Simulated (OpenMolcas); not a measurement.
4d3 along the 39-electron sequence

* Program: OpenMolcas
* Method: CASSCF
* Basis: ANO-R2
* Scalar Hamiltonian: X2C, finite nucleus
* Spin-orbit coupling: RASSI with atomic mean-field integrals over the reference wave functions, term energies averaged over their components

Active space for each ion: 3 electrons in 5 orbitals (4d).

Computed levels in cm-1 above 4F 3/2:

| Level | Nb2+ | Mo3+ | Tc4+ | Ru5+ | Rh6+ | Pd7+ |
| --- | --- | --- | --- | --- | --- | --- |
| 4F 5/2 | 499 | 755 | 1031 | 1382 | 1801 | 2372 |
| 4F 7/2 | 1154 | 1727 | 2337 | 3096 | 3985 | 5166 |
| 4F 9/2 | 1931 | 2854 | 3823 | 5003 | 6358 | 8103 |
| 4P 1/2 | 11280 | 13075 | 14860 | 16536 | 18192 | 19847 |
| 4P 3/2 | 11385 | 13167 | 14918 | 16513 | 18036 | 19449 |
| 2G 7/2 | 12072 | 14174 | 16329 | 18388 | 20467 | 22604 |
| 4P 5/2 | 12074 | 14268 | 16479 | 18688 | 20969 | 23454 |
| 2G 9/2 | 12618 | 14896 | 17202 | 19390 | 21565 | 23755 |
| 2P 1/2 | 15730 | 18456 | 21239 | 23915 | 26633 | 29468 |
| weight of 4F in the lowest level (%) | 100 | 99 | 99 | 99 | 98 | 97 |

Mixed levels, with the weight of the term that names them: Rh6+ 2G 9/2 (69 %), Pd7+ 2G 9/2 (61 %).

Measured, with the error of the calculation in %. Measured levels: Nb2+ from the list in Shadmi, J. Res. Natl. Bur. Stand. 70A, 435 (1966); Mo3+ from Sugar and Musgrove, J. Phys. Chem. Ref. Data 17, 155 (1988).

| Level | Nb2+ | Mo3+ |
| --- | --- | --- |
| 4F 5/2 | 516 (-3.2) | 778 (-3.0) |
| 4F 7/2 | 1177 (-1.9) | 1760 (-1.9) |
| 4F 9/2 | 1939 (-0.4) | 2865 (-0.4) |
| 4P 1/2 | 8664 (+30.2) | 10338 (+26.5) |
| 4P 3/2 | 8608 (+32.3) | 10331 (+27.5) |
| 2G 7/2 | 9236 (+30.7) | 11580 (+22.4) |
| 4P 5/2 | 9594 (+25.9) | 11612 (+22.9) |
| 2G 9/2 | 9804 (+28.7) | 12311 (+21.0) |
| 2P 1/2 |  | 14348 (+28.6) |

The fine-structure level 4F 9/2 changes by a factor of 4.2 from Nb2+ to Pd7+. Its fourth root runs 6.63, 7.31, 7.86, 8.41, 8.93, 9.49, with steps per unit of Z of 0.68, 0.55, 0.55, 0.52, 0.56; equal steps would mean a (Z - σ)^4 law with constant σ.

4P 1/2 changes by a factor of 1.76 over the same range, with steps per unit of Z of +1800, +1780, +1680, +1660, +1660 cm-1.

Without dynamic correlation excited terms often stand tens of per cent too high (terms of higher spin than the ground term too low), and those without a measured partner can miss by more than the paired ones. Levels of configurations with an s electron are missing; early in the row they begin among the upper levels of the d shell and mix with terms of their name (holds for Nb2+). Measured partners are found by configuration, term and J. A level has none where our copy of the source lacks it or the pairing is in doubt (some pairs that miss far off the trend of their configuration count as doubtful), and it then counts in no deviation. Only configurations of the active space appear.
